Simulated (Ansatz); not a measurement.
PBE exchange is replaced step by step with exact exchange (0 % is PBE, 25 % PBE0; no dispersion term), basis def2-TZVP, Ansatz. System: Au3. Total charge 0; doublet. Geometry: PBE0-D4/def2-TZVP, each spin state at its own.

The relaxed quartet has other bonds than the doublet, so its gap is one between isomers.

Geometry of the doublet:

```xyz
3

Au    0.9516    0.8170    2.0037
Au   -0.8202   -1.4436   -1.6826
Au   -0.1314    0.6266   -0.3211
```

In the def2 sets Au takes a core potential; there is no spin–orbit coupling. The structure comes from a short search, and lower isomers may exist.

HOMO and LUMO are taken over both spins.

```csv
exact exchange (%),HOMO (eV),LUMO (eV),gap (eV),⟨S²⟩,quartet − doublet (kJ/mol)
0,-5.84,-5.50,0.35,0.752,158.9
10,-6.05,-5.13,0.91,0.754,166.6
15,-6.15,-4.95,1.20,0.756,170.9
25,-6.36,-4.59,1.77,0.760,180.7
35,-6.57,-4.22,2.35,0.766,191.5
50,-6.88,-3.66,3.23,0.777,209.4
```

**Question.** Fit a straight line to the column «quartet − doublet (kJ/mol)» against the share of exact exchange and predict its value at 5 %.

**Answer.** With x = exact exchange (%) and y = quartet − doublet (kJ/mol): mean x = 22.5, mean y = 179.7; Σ(x − x̄)(y − ȳ) = 1664, Σ(x − x̄)² = 1638; slope b = 1.016, intercept a = ȳ − b·x̄ = 156.8. The residuals of the fitted rows reach 2.1. At x = 5 the line gives 156.8 + (1.016 × 5) = 161.9; the run gave 162.5, 0.6 more than the line.
